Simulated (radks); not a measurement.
Problem. The table gives one normalised radial function P(r) = r R(r) (large component) of Au5+ in [Xe] 4f14 5d6 (r in bohr). Method: Dirac Kohn-Sham, PBE, spin-unpolarised, spherical densities, finite nucleus; open shells fill j = l - 1/2 first; Fermi nuclear charge, rms radius 5.4371 fm; computed with a radial shooting solver on a logarithmic mesh with Libxc functionals.

r,P
0.000973,0.0000
0.001287,0.0000
0.001703,0.0001
0.002254,0.0001
0.002982,0.0003
0.003946,0.0005
0.005221,0.0010
0.006908,0.0021
0.009213,0.0042
0.01219,0.0084
0.01613,0.0163
0.02134,0.0312
0.02824,0.0576
0.03736,0.1012
0.04943,0.1655
0.06541,0.2453
0.08654,0.3150
0.1154,0.3206
0.1527,0.1972
0.2021,-0.0675
0.2674,-0.3672
0.3538,-0.4886
0.4681,-0.2687
0.6193,0.2292
0.8195,0.7368
1.084,0.9805
1.446,0.8683
1.913,0.5487
2.532,0.2409
3.35,0.0667
4.432,0.0100

Which n and l does it have? It may be an empty orbital.

Solution. n = 5, l = 2: the number of nodes gives n - l - 1 = 2, the rise at small r points to l (for j = l - 1/2 the large component starts outside the nucleus as r^gamma with gamma = sqrt(l^2 - (Z/c)^2) = 1.92 and the r^(l+1) term takes over further out; the orbital of l - 1 with the same j starts with the same power, but with a larger coefficient, and does not steepen), and the extent must fit the shell. The curve is that of 5d3/2; the two j differ most near the nucleus, where j = l - 1/2 has the larger amplitude, and in heavy atoms j = l - 1/2 is also the more compact. 5d3/2: eigenvalue -71.225 eV, 2 radial nodes at r = 0.190, 0.550 bohr, <r> = 1.32 bohr, 90 % of the charge inside 1.96 bohr.
